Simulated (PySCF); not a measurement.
**Computed properties of Zn(H)(OH) (H2OZn), SMILES [ZnH][OH]**

H₂OZn, SMILES [OH][ZnH]. Geometry optimised at PBE0-D3(BJ)/def2-TZVP. Other conformers were not sampled. All values are computed for the isolated molecule unless a solvent is named; none is compared with measurement here.

**Structure.** The optimised structure has Cs symmetry. All 6 harmonic modes at PBE0-D3(BJ)/def2-TZVP (PySCF) are real, so it is a minimum.

**Vibrations.** The strongest infrared lines (harmonic, unscaled, degenerate partners summed) lie at 666 cm⁻¹ (112 km/mol, O 75 %, Zn 16 %, H 9 %), 1984 cm⁻¹ (78 km/mol, H 98 %), 471 cm⁻¹ (73 km/mol, H 94 %). The softest mode is at 471 cm⁻¹ and the zero-point energy is 11.8 kcal/mol.

**Electronic structure.** CAM-B3LYP/def2-TZVPD (PySCF) places the frontier levels at -9.82 and 0.02 eV, a gap of 9.84 eV, and gives a dipole moment of 1.52 D and a mean polarisability of 30.3 bohr³. PBE/def2-TZVPD (PySCF) at the same geometry gives -6.70 and -1.32 eV, so its gap is 4.46 eV narrower. An orbital gap is neither the optical nor the fundamental gap.

**Excitations.** TDDFT-PBE0/def2-TZVPD (PySCF) has S1 at 6.14 eV (202 nm, f = 0.030, weak); the most intense of the 10 singlets computed lies at 8.29 eV (f = 0.24). T1 (TDA) is at 5.75 eV. No vertical singlet excitation falls in the visible range (under 3.1 eV).

**NMR.** GIAO shifts at HF/pcSseg-2 (PySCF) (non-relativistic, atoms alike by connectivity averaged): ¹H from 0.5 to 3.6 ppm against TMS.
